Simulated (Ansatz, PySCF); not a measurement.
C2H7NSi2, SMILES C1=N[C@@H]([SiH2]1)[SiH3].

Coordinates come from a ωB97X-D3(BJ)/def2-SVP optimisation. The structure was generated by enumeration; whether it is a known compound was not checked.

Vertical ionisation energy (IE) and electron affinity (EA) in eV. Rows of orbital energies are one-electron estimates. Where ΔSCF, EOM or ADC give a negative EA the extra electron is unbound and the value depends on the basis.

| level | IE | EA |
|---|---|---|
| −ε(HOMO), −ε(LUMO), r2SCAN/def2-TZVP (PySCF) | ? | ? |
| −ε(HOMO), −ε(LUMO), PBE/def2-TZVP (PySCF) | 5.71 | 2.12 |
| ΔSCF, CAM-B3LYP/def2-SVPD (Ansatz), final states of multiplicity 2 and 2 | 9.11 | -0.77 |
| ΔSCF, PBE/def2-SVPD (Ansatz), final states of multiplicity 2 and 2 | 8.82 | -0.62 |

**Question.** What belongs in the gaps? (An estimate is asked for; the answer gives what the named calculation found.)

**Answer.** 
- −ε(HOMO), −ε(LUMO), r2SCAN/def2-TZVP (PySCF), IE: 5.95
- −ε(HOMO), −ε(LUMO), r2SCAN/def2-TZVP (PySCF), EA: 1.95

**Question.** What vertical singlet–triplet gap does ΔSCF give with CAM-B3LYP/def2-SVPD (Ansatz, a quantum-chemistry and plane-wave program) and with PBE/def2-SVPD (Ansatz)? (The exact figures need the calculation; the answer reports its results.)

**Answer.** 3.39 and 3.27 eV (triplet above singlet where positive).
